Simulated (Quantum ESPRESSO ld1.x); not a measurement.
Task: Radial electron density D(r) = 4 pi r^2 rho(r) of an atom or ion with 5 electrons. Method: scalar-relativistic Kohn-Sham, relativistic LDA (MacDonald-Vosko exchange, VWN5 correlation), spin-unpolarised, spherical densities, point nucleus; computed with ld1.x of Quantum ESPRESSO 7.5.

| r (bohr) | D(r) (e/bohr) |
|---|---|
| 0.004007 | 2.399 |
| 0.004855 | 3.339 |
| 0.005882 | 4.603 |
| 0.007127 | 6.270 |
| 0.008705 | 8.521 |
| 0.01055 | 11.24 |
| 0.01278 | 14.51 |
| 0.01549 | 18.26 |
| 0.01876 | 22.27 |
| 0.02274 | 26.16 |
| 0.02755 | 29.36 |
| 0.03338 | 31.17 |
| 0.04044 | 30.96 |
| 0.049 | 28.43 |
| 0.05938 | 23.92 |
| 0.07195 | 18.52 |
| 0.08718 | 13.88 |
| 0.1056 | 11.45 |
| 0.128 | 11.61 |
| 0.1551 | 13.23 |
| 0.1894 | 14.19 |
| 0.2295 | 12.74 |
| 0.2781 | 9.114 |
| 0.3369 | 4.970 |
| 0.4083 | 1.968 |
| 0.4947 | 0.5339 |
| 0.5994 | 0.09220 |
| 0.7263 | 0.009271 |

What is the nuclear charge?

Result: Z = 27. The innermost maximum, from 1s, lies near gamma/Z bohr with gamma = sqrt(1 - (Z/c)^2) = 0.980, here 0.0363 bohr (found: 0.0362), and its height grows with Z. The density is that of the cobalt ion Co22+ in [He] 2s2 2p1; the configuration itself is not fixed sharply by these data, and Z only to about a unit. D(r) has 2 maxima, at r = 0.0362, 0.188 bohr, and minima at 0.114 bohr, inside which lie 2.18 electrons.
